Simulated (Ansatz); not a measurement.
Gas-phase electronic energies from Ansatz, PBE0-D4/def2-TZVP geometries. CCSD(T)/CBS adds triple-zeta CCSD(T) − MP2 to the extrapolated MP2 energy (def2 sets, frozen cores). Each species was taken in one conformer, which may not be the lowest.

Reaction (isomerisation): `N[SiH](O)[SiH2]O` → `N[SiH2][SiH](O)O`

```tsv
species	CCSD(T)/CBS(def2) energy (Eh)
`N[SiH](O)[SiH2]O`	-787.54545
`N[SiH2][SiH](O)O`	-787.54621
```

(1) Work out ΔE.

Largest T1 diagnostic among the species: 0.012.

Results:

(1) ΔE = (-787.54621) − (-787.54545) = -0.00076 Eh = -0.5 kcal/mol.

Leaving LDA and LC-ωPBE aside and taking each functional with its dispersion term where it has one, the values, not all of them listed here, spread over 0.3 kcal/mol, from revPBE-D4 to CAM-B3LYP-D4.
